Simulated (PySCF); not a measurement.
C3H10NSi, SMILES C[Si](C)(C)[NH] (connectivity only; charge and spin as stated), charge -1, multiplicity 1. Coordinates come from a PBE0-D3(BJ)/def2-SVPD optimisation. The spin state was assumed, not searched. The isomer is the one that the SMILES or the coordinates give; other isomers of the formula were not compared. One conformer was computed; it need not be the lowest.

Method: PBE0-D3(BJ)/def2-SVPD run with PySCF.

Harmonic wavenumbers (cm⁻¹): 101, 144, 160, 174, 197, 235, 274, 275, 286, 572, 598, 617, 632, 672, 709, 753, 797, 798, 814, 1000, 1190, 1195, 1205, 1409, 1415, 1416, 1421, 1424, 1435, 2999, 3002, 3018, 3088, 3092, 3106, 3107, 3110, 3120, 3569. Rotational constants (GHz): 3.343, 3.192, 3.172; symmetry number 1.

Q: Work out the zero-point energy and the ideal-gas rigid-rotor harmonic-oscillator thermochemistry at 298.15 K and 1 atm.

A: ZPE = ½ Σ hcν = ½ × 53128 cm⁻¹ = 75.95 kcal/mol. H − E(el) = 82.31 kcal/mol. Entropy in cal/(mol K): translation 39.34, rotation 26.65, vibration 23.37, total 89.36. G − E(el) = 55.66 kcal/mol. Cp = 34.39 cal/(mol K). Modes under 150 cm⁻¹ make the vibrational entropy uncertain.
